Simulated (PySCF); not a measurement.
## Cu3, doublet: computed properties

These are results of UPBE/[Cu def2-TZVP], no relativity, density fitting, PySCF, not measurements.

The structure is a higher-order saddle point with 2 imaginary modes (one degenerate set).

```xyz
3
charge 0 multiplicity 2, angstrom
Cu    0.0000    0.0000    0.0000
Cu    0.0000    0.0000    2.3325
Cu    0.0000    0.0000   -2.3325
```

* Point group: D∞h
* Bond lengths: Cu–Cu 2.332 Å (×2)
* Bond angles: Cu–Cu–Cu 180.0°
* Principal polarisabilities: 60.0, 60.0, 248.7 bohr³
* Zero-point energy (real modes): 2.5 kJ/mol
* Dipole moment: 0.00 D
* Principal quadrupole moments (Buckingham, traceless) about the centre of mass: -5.25, -5.25, 10.50 D Å
* Atomisation energy without zero-point energy: 304 kJ/mol
* Rotational constants: 0.02462 cm⁻¹
* Spin squared ⟨S²⟩: 0.754
* Lowest empty level (β): -4.47 eV
* Highest occupied level (β): -4.85 eV

Harmonic modes (masses in u: Cu 62.930):
| symmetry | ω (cm⁻¹) | IR (km/mol, summed over degenerate members) |
| --- | --- | --- |
| πu | 51i | – |
| σg+ | 157 | 0.0 |
| σu+ | 258 | 1.0 |

In D∞h the vibrations span πu + σg+ + σu+. The σg+ mode carries no infrared intensity, as symmetry demands. With a centre of inversion only u modes can be infrared active and only g modes Raman active.

Charges (e):
| atom | Mulliken | Löwdin | polar tensor | spin (Mulliken) | Mayer order to Cu1 |
| --- | --- | --- | --- | --- | --- |
| Cu1 | -0.11 | -0.17 | -0.13 | -0.01 | – |
| Cu2,3 | 0.05 | 0.08 | 0.06 | 0.50 | 0.68 |

Mulliken populations on Cu1: s 7.08, p 12.12, d 9.91, f 0.00.

Only a few start shapes were tried, so a lower isomer may exist. Other spin states or occupations of the open shell can lie lower. At this level a doublet minimum of C2v symmetry lies 24 kJ/mol below this structure.

The final relaxation and frequency run took 70 s on 4 threads of a shared Arm Neoverse V1 host, with 135 basis functions and 8 gradients; the process peaked at 1 GiB. Launch command: `OMP_NUM_THREADS=4 python axn.py task.json out`.
